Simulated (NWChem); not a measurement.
System: C₄H₃NS; SMILES N1[C@H](SC=1)C#C

```xyz
9

C     -0.2585    -2.7138     0.3397
C     -0.0251    -1.5881    -0.0770
C      0.2529    -0.2692    -0.5900
N      1.4161     0.4340    -0.0248
C      0.7373     1.4449     0.4140
S     -0.9536     1.1158     0.0082
H     -0.4597    -3.7075     0.7155
H      0.2605    -0.2403    -1.7008
H      1.1361     2.3401     0.9258
```
Atoms are numbered in this order, from 1.

Level: PBE-D3(BJ)/def2-SVP (NWChem), optimised geometry, unscaled harmonic frequencies. 

**Question.** List the harmonic frequencies with IR intensities, and the thermochemistry.

**Answer.** 
| frequency (cm⁻¹) | IR intensity (km/mol) |
|---|---|
| 153 | 2.6 |
| 161 | 2.4 |
| 352 | 0.3 |
| 401 | 9.4 |
| 539 | 7.4 |
| 574 | 18.2 |
| 642 | 34.4 |
| 669 | 29.8 |
| 694 | 13.4 |
| 815 | 30.2 |
| 873 | 27.0 |
| 930 | 30.9 |
| 1016 | 1.7 |
| 1059 | 16.9 |
| 1209 | 18.6 |
| 1241 | 28.4 |
| 1576 | 52.4 |
| 2164 | 4.0 |
| 3012 | 0.6 |
| 3098 | 10.1 |
| 3407 | 77.9 |

```json
{
 "zero_point_energy": "35.1 kcal/mol",
 "thermal correction to the enthalpy at 298.15 K (with zero-point energy)": "39.4 kcal/mol",
 "heat capacity Cv": "20.4 cal/(mol K)",
 "entropy at 298.15 K and 1 atm (symmetry number 1)": "76.6 cal/(mol K)",
 "dipole_moment": "0.97 D"
}
```

Rigid rotor and harmonic oscillator.
